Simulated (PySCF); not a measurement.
Sb(Me)3 (C3H9Sb), SMILES [CH3][Sb]([CH3])[CH3].

The structure is a stationary point at PBE0-D3(BJ)/def2-SVP. The isomer is the one that the SMILES or the coordinates give; other isomers of the formula were not compared. The def2 effective core potentials stand for the cores of Sb; spin–orbit coupling is left out.

These are CAM-B3LYP/def2-TZVP in PySCF values and carry that method's errors.

Gas-phase values at a fixed geometry.

* **total energy**: -359.94240 hartree
* **point group**: C3v
* **highest occupied level**: -7.71 eV
* **lowest empty level**: 1.06 eV
* **orbital gap**: 8.77 eV
* **dipole moment**: 0.46 D
* **quadrupole, principal values (traceless, Buckingham form, about the centre of nuclear charge)**: -2.61, 1.31, 1.31 D·Å
* **mean static polarisability**: 82.2 bohr³ (12.18 Å³)
* **polarisability, principal values**: 75.7, 85.4, 85.4 bohr³
